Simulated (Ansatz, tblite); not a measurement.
Removing an electron: (H2Ga-mu-NH2)3 (Ga₃N₃H₁₂). Total charge 0; singlet. Geometry: B3LYP-D4/def2-SVP. Ansatz, gas phase; energy differences of separate SCF runs; the oxidised species was run as a doublet alone.

```xyz
18

Ga    1.129    1.132    1.353
H     0.557    2.525    1.817
H     2.501    0.529    1.839
N    -0.267   -0.298    1.661
Ga   -0.190   -1.882    0.412
H     1.324   -2.144    0.063
H    -1.181   -2.989    0.941
N    -1.002   -1.038   -1.240
Ga   -0.742    0.951   -1.503
H    -0.626    1.241   -3.049
H    -1.783    1.653   -0.549
N     1.086    1.146   -0.670
H    -0.159   -0.646    2.617
H    -1.201    0.122    1.639
H    -2.007   -1.228   -1.251
H    -0.639   -1.535   -2.058
H     1.717    0.428   -1.034
H     1.485    2.032   -0.989
```

The xTB rows come from tblite. HOMO above LUMO, or a gap near zero within one spin, warns that the state may not be the lowest or that an electron is smeared out.

| level | −HOMO (eV) | vertical IE (eV) | −LUMO (eV) | HOMO–LUMO gap (eV) | remarks |
| --- | --- | --- | --- | --- | --- |
| GFN1-xTB | 11.00 | 13.27 | 4.23 | 6.77 | – |
| GFN2-xTB | 11.39 | 13.49 | 4.50 | 6.88 | – |
| PBE-D4/def2-TZVP | 6.52 | 8.83 | 0.82 | 5.70 | gap within one spin near zero (+1 doublet) |
| PBE0-D4/def2-TZVP | 7.76 | 9.43 | 0.03 | 7.72 | – |
| ωB97M-V/def2-TZVP | 9.98 | 10.09 | -1.41 | 11.40 | – |

  Raw xTB energy differences between charge states are shifted by several eV; the methods need an empirical correction for them.
